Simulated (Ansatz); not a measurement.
Ga4As5. The state is a doublet with charge 0. Geometry PBE-D4/def2-SVP, that of the charge -1 singlet; atoms count from 1.

Cartesian coordinates in Å:
```
Ga -1.717 0.372 2.412
Ga 2.209 -0.389 -1.728
Ga 0.563 -0.508 0.844
Ga -0.280 0.953 -1.839
As 2.762 -1.374 0.262
As -1.768 -0.370 -0.447
As -3.418 0.802 0.874
As 0.380 -0.195 3.219
As 1.268 0.708 -3.597
```

The structure comes from a short search, and lower isomers may exist.

Question: Estimate the Mulliken populations from the PBE/def2-SVP orbitals of Ansatz.

Answer: 
```json
{"atom": "Ga1", "charge (e)": "0.03", "spin (α − β)": "-0.07"}
{"atom": "Ga2", "charge (e)": "0.03", "spin (α − β)": "-0.01"}
{"atom": "Ga3", "charge (e)": "-0.01", "spin (α − β)": "-0.04"}
{"atom": "Ga4", "charge (e)": "0.10", "spin (α − β)": "0.06"}
{"atom": "As5", "charge (e)": "0.00", "spin (α − β)": "0.33"}
{"atom": "As6", "charge (e)": "-0.09", "spin (α − β)": "-0.02"}
{"atom": "As7", "charge (e)": "-0.02", "spin (α − β)": "0.40"}
{"atom": "As8", "charge (e)": "-0.01", "spin (α − β)": "0.29"}
{"atom": "As9", "charge (e)": "-0.03", "spin (α − β)": "0.07"}
```
Mulliken values depend strongly on the basis.

Question: Where does the spin sit?

Answer: Summed by element: Ga -0.06, As 1.06, of 1 unpaired in all. Largest on single atoms: As7 0.40, As5 0.33, As8 0.29.

Question: And the Mayer bond orders between heavy atoms (over 0.3)?

Answer: Ga1–As7 1.13 (2.33 Å); Ga1–As8 1.22 (2.32 Å); Ga2–Ga4 0.31 (2.83 Å); Ga2–As5 1.21 (2.29 Å); Ga2–As9 1.11 (2.36 Å); Ga3–As5 1.03 (2.43 Å); Ga3–As6 0.58 (2.67 Å); Ga3–As8 1.07 (2.40 Å); Ga4–As6 0.91 (2.43 Å); Ga4–As9 1.23 (2.36 Å); As6–As7 1.01 (2.42 Å).
